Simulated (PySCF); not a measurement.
HOP, SMILES O=P. Heavy atoms are numbered as in [PH:1]=[O:2]. Hydrogens are named by the atom that carries them.

The structure is a stationary point at TPSSh-D3(BJ)/def2-TZVPD.

Level of theory: PBE0/pcSseg-2 run with PySCF.

GIAO shieldings, no solvent; atoms alike by connectivity are averaged. δ = σ(ref) − σ: ³¹P against PH3 (σ = 579.7 ppm); ¹⁷O against H2O (σ = 327.8 ppm); ¹H against TMS (σ = 31.54 ppm), references at their B3LYP-D3(BJ)/def2-TZVP geometries, non-relativistic.

Computed chemical shifts:
```json
[
 {"nucleus": "³¹P", "atoms": "P1 (PH)", "count": "1", "δ (ppm)": "1027.1"},
 {"nucleus": "¹⁷O", "atoms": "O2", "count": "1", "δ (ppm)": "1104.5"},
 {"nucleus": "¹H", "atoms": "H on P1", "count": "1", "δ (ppm)": "13.06"}
]
```
